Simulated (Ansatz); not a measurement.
Geometry optimisation of H2Au2⁺.

```yaml
crystal:
  periodic: [false, false, false]
  atoms:
    - {symbol: Au, position_ang: [-0.658610, -1.115760, 0.457960]}
    - {symbol: Au, position_ang: [0.644490, 1.086230, -0.564730]}
    - {symbol: H, position_ang: [-0.353570, 2.128110, -0.601860]}
    - {symbol: H, position_ang: [0.367700, -2.098590, 0.708630]}
basis:
  gaussian: {orbitals: def2-TZVP}
total_charge: 1
magnetization: {spin_polarized: true, initial_magnetization: 1}
hamiltonian: {xc: pbe, dispersion: d4}
scf: {omitted_lower_state_checks: [starts]}
output: {orbitals: {seedname: orbitals}}
relax: {f_tol: 0.02, max_steps: 100}
```

```sh
$ ansatz run in.yaml --threads 4 --pin off --events-out ev --progress --plain --max-ram 3916MiB
```

It prints (some lines left out):

```
Functional definition: PBE
mean field -7412.71852908 eV, -272.4123814224 hartree, gradient 4.5e-5 eV, S^2 0.751873; 0 other end points of the search recorded, 0 dependent functions left out
relax step   1: F+E_penalty+E_count = -7412.78686334 eV  Δ(F+E_penalty+E_count) = +0.000e0 eV  max|allowed force component| = 2.095e0 eV/Å  Δτ_max = 0.0000 Å  (30 SCF iters, accepted)
mean field -7413.02371032 eV, -272.4235966264 hartree, gradient 2.6e-5 eV, S^2 0.752342; 0 other end points of the search recorded, 0 dependent functions left out
relax step   2: F+E_penalty+E_count = -7413.09463680 eV  Δ(F+E_penalty+E_count) = -3.078e-1 eV  max|allowed force component| = 4.830e-1 eV/Å  Δτ_max = 0.1953 Å  (35 SCF iters, accepted)
mean field -7413.04256495 eV, -272.4242895210 hartree, gradient 2.1e-5 eV, S^2 0.752397; 0 other end points of the search recorded, 0 dependent functions left out
relax step   3: F+E_penalty+E_count = -7413.11282686 eV  Δ(F+E_penalty+E_count) = -1.819e-2 eV  max|allowed force component| = 2.279e-2 eV/Å  Δτ_max = 0.0421 Å  (31 SCF iters, accepted)
mean field -7413.04276876 eV, -272.4242970110 hartree, gradient 6.9e-6 eV, S^2 0.752382; 0 other end points of the search recorded, 0 dependent functions left out
relax step   4: F+E_penalty+E_count = -7413.11317089 eV  Δ(F+E_penalty+E_count) = -3.440e-4 eV  max|allowed force component| = 1.093e-2 eV/Å  Δτ_max = 0.0148 Å  (32 SCF iters, accepted)
mean field -7413.04276876 eV, -272.4242970110 hartree, gradient 6.9e-6 eV, S^2 0.752382; 0 other end points of the search recorded, 0 dependent functions left out
Total energy: -7413.11322098 eV, -272.4268860824 hartree
Atom 0 at    -0.763706    -0.991085     0.436289 Å, force     0.004228    -0.010930     0.006565 eV/Å
Atom 1 at     0.746360     0.959647    -0.541198 Å, force    -0.003798     0.010824     0.000828 eV/Å
Atom 2 at    -0.418059     1.984707    -0.539725 Å, force     0.007670    -0.007895    -0.002523 eV/Å
Atom 3 at     0.435415    -1.953279     0.644634 Å, force    -0.008100     0.008001    -0.004869 eV/Å
Dipole moment:    -0.000507    -0.001889    -0.007658 e Å
Checks for a lower state left out: starts
```

Run time 6 s (4 threads of Arm Neoverse V2 on a shared host).

In the def2 sets Au takes a core potential; there is no spin–orbit coupling. The structure comes from a short search, and lower isomers may exist.
